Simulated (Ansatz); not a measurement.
Input file for Ansatz (a first-principles code): R-CCSD(T)/aug-cc-pVDZ on N2 (SMILES N#N) with ghost functions, monomers drawn apart or pushed together.

Ansatz 0.2 input:
```yaml
crystal:
  periodic: [false, false, false]
  atoms:
    - {symbol: N, position_ang: [0.35842510, 0.06215926, -0.26468266]}
    - {symbol: N, position_ang: [-0.49305022, -0.03038760, 0.41040955]}
basis:
  gaussian:
    orbitals: aug-cc-pVDZ
    ghost_atoms:
      - {symbol: F, position_ang: [0.42897219, -1.29840390, 2.89613140]}
      - {symbol: C, position_ang: [-0.31202716, -0.26487673, 3.38523361]}
      - {symbol: F, position_ang: [0.32234700, 0.90173158, 3.08028033]}
      - {symbol: H, position_ang: [-0.36780612, -0.35848360, 4.47097067]}
      - {symbol: H, position_ang: [-1.28633681, -0.27110505, 2.89561848]}
magnetization: {spin_polarized: false}
correlation: {method: ccsd_t, electrons: outside_noble_gas}
scf: {lower_state_search: off}
```

It printed:

```
WARN ansatz: RAYON_NUM_THREADS=1 ignored (pool sized by the plan → 1); use --threads N
Functional definition: HF
these checks for a lower state are left out or cut short: stability, starts, cluster_reference, orbital_swaps, neighbouring_geometries, increment
integrals: 0.25 GiB planned
1010 factors; integrals over basis functions are off by at most 1.0e-3 eV
mean field: 0.23 GiB planned
mean field evaluation 1: about -2964.6856 eV, gradient 1.0e1 eV
mean field evaluation 2: about -2964.6919 eV, gradient 1.0e1 eV
mean field evaluation 4: about -2964.9972 eV, gradient 3.8e-1 eV
mean field evaluation 8: about -2964.9975 eV, gradient 2.4e-5 eV
mean field -2964.99753376 eV, -108.9616496183 hartree, gradient 6.0e-7 eV, S^2 0.000000; 0 other end points of the search recorded, 0 dependent functions left out
2 core orbitals not correlated
reference -2964.99753376 eV, -108.9616496183 hartree; 5, 5 occupied and 126, 126 virtual orbitals, 1010 factors
second order -8.59158489 eV of doubles, -0.00000000 eV of singles
coupled cluster: 0.71 GiB planned
cycle   1  -8.30163093 eV  change    2.9e-1 eV  update   7.6e-2
cycle   2  -8.60678800 eV  change   -3.1e-1 eV  update   2.3e-2
cycle   3  -8.66993459 eV  change   -6.3e-2 eV  update   1.0e-2
cycle   4  -8.67457410 eV  change   -4.6e-3 eV  update   2.5e-3
cycle   5  -8.67614116 eV  change   -1.6e-3 eV  update   6.1e-4
cycle   6  -8.67612740 eV  change    1.4e-5 eV  update   1.3e-4
cycle   7  -8.67620910 eV  change   -8.2e-5 eV  update   3.2e-5
cycle   8  -8.67622575 eV  change   -1.7e-5 eV  update   1.0e-5
cycle   9  -8.67622143 eV  change    4.3e-6 eV  update   2.7e-6
perturbative correction -0.36091998 eV, -0.0132635648 hartree
Total energy: -2974.03467518 eV, -109.2937584398 hartree
Checks for a lower state left out: stability, starts, cluster_reference, orbital_swaps, neighbouring_geometries, increment
```

The run converged.

Cost: about 8 core-seconds (a rough figure).
